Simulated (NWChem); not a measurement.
# InCl2, doublet; SMILES [Cl][In][Cl]

```xyz
3

In     0.0000     0.0000     0.4781
Cl     2.0860     0.0000    -0.7319
Cl    -2.0860     0.0000    -0.7319
```
Atoms are numbered in this order, from 1.

Level: PBE-D3(BJ)/def2-SVP with def2 effective core potentials on In, spin-unrestricted (NWChem), optimised geometry, unscaled harmonic frequencies. In the optimisation the excess spin sits in a1 (C2v, its own frame). The spin multiplicity was typed, not searched, and may not be the lowest. def2 effective core potentials on In; no spin-orbit coupling.

Task: List the harmonic frequencies with IR intensities, and the thermochemistry.

Result: 
```json
[
 {"frequency (cm⁻¹)": "76", "IR intensity (km/mol)": "3.7"},
 {"frequency (cm⁻¹)": "300", "IR intensity (km/mol)": "11.9"},
 {"frequency (cm⁻¹)": "335", "IR intensity (km/mol)": "49.0"}
]
```

```yaml
zero_point_energy: 1.0 kcal/mol
thermal correction to the enthalpy at 298.15 K (with zero-point energy): 4.4 kcal/mol
heat capacity Cv: 11.2 cal/(mol K)
"entropy at 298.15 K and 1 atm (symmetry number 2, electronic part: spin degeneracy alone)": 75.4 cal/(mol K)
```

Rigid rotor and harmonic oscillator; modes under 100 cm⁻¹ make the entropy uncertain.
